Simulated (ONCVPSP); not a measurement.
**Ranking ONCV potentials for Al**

All share these settings but for the change named:

aluminium, optimised norm-conserving Vanderbilt (ONCV), made with ONCVPSP 4.0.1 (PBEsol, non-relativistic). Core [Ne], reference 3s2 3p1. Waves: 3s: rc 1.95 bohr, ncon 4, nbas 7, qcut 4.1 1/bohr, local; 3p: rc 2.65 bohr, ncon 5, nbas 8, qcut 3.1 1/bohr, 3 projectors, debl 3.4 Ha; d scattering state at 0.04 Ha: rc 2.60 bohr, ncon 4, nbas 8, qcut 3.2 1/bohr, 2 projectors, debl 1.4 Ha. Local part: the s channel. Core correction: Teter function fitted to the true core (icmod 2), fcfact 0.55.

Test errors are all-electron minus pseudo excitation energies from the reference, over 3s2 3p0; 3s1 3p0; 3s2 3p0.5; 3s0 3p3. None of these files shows a bound ghost.

The base gives 26.1 meV.

Of 7 variants that were run, those that failed, showed a ghost or another fault, or gave nearly equal values are left out.

A variant can come out equal or close to the base, since the largest error may sit in a test that the change hardly touches while other tests move.

Task: Rank these variants by their largest absolute test error, smallest first.
A. core correction Teter function fitted to the true core (icmod 2), fcfact 0.7
B. core correction Teter function fitted to the true core (icmod 2), fcfact 0.14
C. core correction Teter function fitted to the true core (icmod 2), fcfact 0.36

Result: B (8.5 meV), C (22.9 meV), A (26.6 meV).
